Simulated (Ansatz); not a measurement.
Basis sets compared for Se5⁺. The state is a doublet with charge 1. Geometry r2SCAN-D4/def2-SVP. Ansatz on 4 threads of AMD EPYC 7B13 on a shared host; times are rough, and most runs start from earlier orbitals.

```xyz
5

Se    1.513    0.919    0.626
Se    1.412   -1.340   -0.066
Se   -1.503    0.743   -0.840
Se   -0.707    1.158    1.308
Se   -0.715   -1.481   -1.028
```

The structure comes from a short search, and lower isomers may exist.

```
           level  functions  energy (Eh)  HOMO (eV)  LUMO (eV)  wall time
 PBE-D4/def2-SVP        160  -12004.3379     -10.60     -10.11      3.2 s
PBE0-D4/def2-SVP        160  -12004.6848     -11.79      -9.66        7 s
```

Question: Estimate the rows for PBE-D4/def2-TZVP (with forces), PBE0-D4/def2-TZVP.

Answer: 
| level | functions | energy (Eh) | HOMO (eV) | LUMO (eV) | wall time |
| --- | --- | --- | --- | --- | --- |
| PBE-D4/def2-TZVP (with forces) | 240 | -12005.8159 | -10.51 | -10.01 | 7 s |
| PBE0-D4/def2-TZVP | 240 | -12006.1671 | -11.65 | -9.50 | 15 s |
